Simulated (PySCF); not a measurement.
CrF2O2, charge -1, multiplicity 2. Atoms are numbered in the order given.

```xyz
5

Cr     0.0000     0.0000     0.1371
O      1.3565     0.0000     0.9656
O     -1.3565     0.0000     0.9656
F      0.0000     1.3625    -1.0411
F      0.0000    -1.3625    -1.0411
```
Charge -1, spin multiplicity 2.

Geometry optimised at B3LYP-D3(BJ)/def2-SVPD. The multiplicity is an assumed one; other spin states were not compared. The isomer is the one that the SMILES or the coordinates give; other isomers of the formula were not compared.

Method: B3LYP-D3(BJ)/def2-SVPD run with PySCF.

Frequencies are harmonic and unscaled.

Computed harmonic wavenumbers and intensities:
```csv
mode,ν (cm⁻¹),IR (km/mol),moving atoms (share of kinetic energy)
1,204,2.6,"F 84 %, O 9 %"
2,224,0.0,"O 55 %, F 45 %"
3,264,13.0,"O 52 %, F 27 %, Cr 21 %"
4,276,2.4,"O 40 %, F 38 %, Cr 22 %"
5,362,0.4,"O 74 %, F 16 %, Cr 10 %"
6,634,160.3,"F 64 %, Cr 36 %"
7,640,115.7,"F 69 %, Cr 23 %"
8,1011,111.0,"O 83 %, Cr 17 %"
9,1024,388.0,"O 66 %, Cr 34 %"
```
